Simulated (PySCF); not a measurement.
Question: What does the PBE0-D3(BJ)/def2-SVP structure of `[SiH3][O][GeH3]` look like in three dimensions?

Answer: 
```xyz
9
GeH6OSi angstrom
Si     1.6237   -0.0907    0.3398
O      0.1911    0.0335   -0.4809
Ge    -1.5024   -0.4258   -0.1926
H      1.9912   -1.5245    0.5666
H      2.6869    0.5658   -0.4728
H      1.5386    0.5822    1.6751
H     -1.5829   -1.9597   -0.0748
H     -2.2866    0.0868   -1.4075
H     -1.9788    0.2433    1.1109
```

Orientation and origin are arbitrary. Atoms count from 1 in this order. Si1 (oxygen-bound silicon) is tetrahedral (angles from 108.0° to 111.1°). O2 (oxygen bonded to Ge and Si) is bent (angle 136.4°). Ge3 (germanium bonded to O and 3 H) is distorted tetrahedral (angles from 105.8° to 111.5°).

Bonds between heavy atoms (Å): Si1–O2 1.656, O2–Ge3 1.778.

Theory: PBE0-D3(BJ)/def2-SVP geometry optimisation, gas phase (PySCF).

Point group: Cs (every atom within 0.08 Å of its image). PBE0-D3(BJ)/def2-SVP frequencies: not computed here.
